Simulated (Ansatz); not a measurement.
Ansatz (a program for electronic structure) input (HF/6-31G*):

Ansatz 0.2 input:
```yaml
crystal:
  periodic: [false, false, false]
  atoms:
    - {symbol: Si, position_ang: [0.00920301, -0.48944713, -0.01002093]}
    - {symbol: O, position_ang: [-0.18728561, 0.99817068, 0.01462233]}
    - {symbol: H, position_ang: [1.36944267, -1.13310563, 0.02331432]}
basis:
  gaussian:
    orbitals: 6-31G*
hamiltonian:
  xc: {name: HF}
magnetization: {spin_polarized: true, initial_magnetization: 1}
phonons: {temperatures: {t_min: 298.15, t_max: 298.15, t_step: 100}}
```

Output:

```
Functional definition: HF
integrals: 0.00 GiB planned
343 factors; integrals over basis functions are off by at most 4.2e-4 eV
mean field: 0.07 GiB planned
mean field evaluation 1: about -9908.6589 eV, gradient 3.2e1 eV
mean field evaluation 2: about -9908.6844 eV, gradient 3.2e1 eV
mean field evaluation 4: about -9913.0971 eV, gradient 2.3e0 eV
mean field evaluation 8: about -9913.1735 eV, gradient 2.3e-1 eV
mean field evaluation 16: about -9913.1767 eV, gradient 2.8e-5 eV
mean field evaluation 32: about -9902.3531 eV, gradient 2.8e1 eV
mean field evaluation 64: about -9910.6549 eV, gradient 2.2e-1 eV
mean field -9913.17672078 eV, -364.3025250960 hartree, gradient 2.8e-5 eV, S^2 0.768664; 1 other end points of the search recorded, 0 dependent functions left out
the calculation of the forces begins
reference -9913.17672078 eV, -364.3025250960 hartree; 12, 11 occupied and 24, 25 virtual orbitals, 343 factors
these checks for a lower state are left out or cut short: stability, starts, cluster_reference, orbital_swaps, neighbouring_geometries, increment
integrals: 0.00 GiB planned
343 factors; integrals over basis functions are off by at most 4.2e-4 eV
mean field: 0.07 GiB planned
mean field evaluation 96: about -9913.1767 eV, gradient 2.7e-6 eV
mean field -9913.17666467 eV, -364.3025230343 hartree, gradient 2.7e-6 eV, S^2 0.768583; 0 other end points of the search recorded, 0 dependent functions left out
the calculation of the forces begins
reference -9913.17666467 eV, -364.3025230343 hartree; 12, 11 occupied and 24, 25 virtual orbitals, 343 factors
these checks for a lower state are left out or cut short: stability, starts, cluster_reference, orbital_swaps, neighbouring_geometries, increment
integrals: 0.00 GiB planned
343 factors; integrals over basis functions are off by at most 4.3e-4 eV
mean field: 0.07 GiB planned
mean field -9913.17666576 eV, -364.3025230742 hartree, gradient 2.8e-6 eV, S^2 0.768750; 0 other end points of the search recorded, 0 dependent functions left out
the calculation of the forces begins
reference -9913.17666576 eV, -364.3025230742 hartree; 12, 11 occupied and 24, 25 virtual orbitals, 343 factors
these checks for a lower state are left out or cut short: stability, starts, cluster_reference, orbital_swaps, neighbouring_geometries, increment
integrals: 0.00 GiB planned
343 factors; integrals over basis functions are off by at most 4.2e-4 eV
mean field: 0.07 GiB planned
mean field -9913.17661537 eV, -364.3025212225 hartree, gradient 3.9e-6 eV, S^2 0.768715; 0 other end points of the search recorded, 0 dependent functions left out
the calculation of the forces begins
reference -9913.17661537 eV, -364.3025212225 hartree; 12, 11 occupied and 24, 25 virtual orbitals, 343 factors
these checks for a lower state are left out or cut short: stability, starts, cluster_reference, orbital_swaps, neighbouring_geometries, increment
integrals: 0.00 GiB planned
343 factors; integrals over basis functions are off by at most 4.2e-4 eV
mean field: 0.07 GiB planned
mean field -9913.17661511 eV, -364.3025212127 hartree, gradient 3.3e-6 eV, S^2 0.768615; 0 other end points of the search recorded, 0 dependent functions left out
the calculation of the forces begins
reference -9913.17661511 eV, -364.3025212127 hartree; 12, 11 occupied and 24, 25 virtual orbitals, 343 factors
these checks for a lower state are left out or cut short: stability, starts, cluster_reference, orbital_swaps, neighbouring_geometries, increment
integrals: 0.00 GiB planned
343 factors; integrals over basis functions are off by at most 4.2e-4 eV
mean field: 0.07 GiB planned
mean field -9913.17671082 eV, -364.3025247300 hartree, gradient 2.1e-6 eV, S^2 0.768658; 0 other end points of the search recorded, 0 dependent functions left out
the calculation of the forces begins
reference -9913.17671082 eV, -364.3025247300 hartree; 12, 11 occupied and 24, 25 virtual orbitals, 343 factors
these checks for a lower state are left out or cut short: stability, starts, cluster_reference, orbital_swaps, neighbouring_geometries, increment
integrals: 0.00 GiB planned
343 factors; integrals over basis functions are off by at most 4.2e-4 eV
mean field: 0.07 GiB planned
mean field evaluation 128: about -9913.1767 eV, gradient 4.0e-5 eV
mean field -9913.17671094 eV, -364.3025247345 hartree, gradient 3.0e-6 eV, S^2 0.768672; 0 other end points of the search recorded, 0 dependent functions left out
the calculation of the forces begins
reference -9913.17671094 eV, -364.3025247345 hartree; 12, 11 occupied and 24, 25 virtual orbitals, 343 factors
these checks for a lower state are left out or cut short: stability, starts, cluster_reference, orbital_swaps, neighbouring_geometries, increment
integrals: 0.00 GiB planned
343 factors; integrals over basis functions are off by at most 4.2e-4 eV
mean field: 0.07 GiB planned
mean field -9913.17661917 eV, -364.3025213621 hartree, gradient 3.2e-6 eV, S^2 0.768590; 0 other end points of the search recorded, 0 dependent functions left out
the calculation of the forces begins
reference -9913.17661917 eV, -364.3025213621 hartree; 12, 11 occupied and 24, 25 virtual orbitals, 343 factors
these checks for a lower state are left out or cut short: stability, starts, cluster_reference, orbital_swaps, neighbouring_geometries, increment
integrals: 0.00 GiB planned
343 factors; integrals over basis functions are off by at most 4.2e-4 eV
mean field: 0.07 GiB planned
mean field -9913.17661981 eV, -364.3025213855 hartree, gradient 3.3e-6 eV, S^2 0.768740; 0 other end points of the search recorded, 0 dependent functions left out
the calculation of the forces begins
reference -9913.17661981 eV, -364.3025213855 hartree; 12, 11 occupied and 24, 25 virtual orbitals, 343 factors
these checks for a lower state are left out or cut short: stability, starts, cluster_reference, orbital_swaps, neighbouring_geometries, increment
integrals: 0.00 GiB planned
343 factors; integrals over basis functions are off by at most 4.3e-4 eV
mean field: 0.07 GiB planned
mean field -9913.17667957 eV, -364.3025235819 hartree, gradient 1.9e-6 eV, S^2 0.768756; 0 other end points of the search recorded, 0 dependent functions left out
the calculation of the forces begins
reference -9913.17667957 eV, -364.3025235819 hartree; 12, 11 occupied and 24, 25 virtual orbitals, 343 factors
these checks for a lower state are left out or cut short: stability, starts, cluster_reference, orbital_swaps, neighbouring_geometries, increment
integrals: 0.00 GiB planned
343 factors; integrals over basis functions are off by at most 4.2e-4 eV
mean field: 0.07 GiB planned
mean field evaluation 160: about -9913.1767 eV, gradient 1.6e-6 eV
mean field -9913.17667841 eV, -364.3025235392 hartree, gradient 1.6e-6 eV, S^2 0.768575; 0 other end points of the search recorded, 0 dependent functions left out
the calculation of the forces begins
reference -9913.17667841 eV, -364.3025235392 hartree; 12, 11 occupied and 24, 25 virtual orbitals, 343 factors
these checks for a lower state are left out or cut short: stability, starts, cluster_reference, orbital_swaps, neighbouring_geometries, increment
integrals: 0.00 GiB planned
343 factors; integrals over basis functions are off by at most 4.2e-4 eV
mean field: 0.07 GiB planned
mean field -9913.17671388 eV, -364.3025248426 hartree, gradient 1.9e-6 eV, S^2 0.768690; 0 other end points of the search recorded, 0 dependent functions left out
the calculation of the forces begins
reference -9913.17671388 eV, -364.3025248426 hartree; 12, 11 occupied and 24, 25 virtual orbitals, 343 factors
these checks for a lower state are left out or cut short: stability, starts, cluster_reference, orbital_swaps, neighbouring_geometries, increment
integrals: 0.00 GiB planned
343 factors; integrals over basis functions are off by at most 4.2e-4 eV
mean field: 0.07 GiB planned
mean field -9913.17671349 eV, -364.3025248281 hartree, gradient 1.7e-6 eV, S^2 0.768640; 0 other end points of the search recorded, 0 dependent functions left out
the calculation of the forces begins
reference -9913.17671349 eV, -364.3025248281 hartree; 12, 11 occupied and 24, 25 virtual orbitals, 343 factors
Total energy: -9913.17672078 eV, -364.3025250960 hartree
Atom 0 at     0.009203    -0.489447    -0.010021 Å, force    -0.000127     0.000063    -0.000003 eV/Å
Atom 1 at    -0.187286     0.998171     0.014622 Å, force    -0.000041     0.000054    -0.000000 eV/Å
Atom 2 at     1.369443    -1.133106     0.023314 Å, force     0.000169    -0.000117     0.000003 eV/Å
Dipole moment:     0.121091    -0.806389    -0.012855 e Å
Vibrations: 761.93 1322.47 2117.50 cm⁻¹, zero-point energy 0.260485 eV
```

The blocks after the first are displaced geometries, from whose forces the wavenumbers follow.
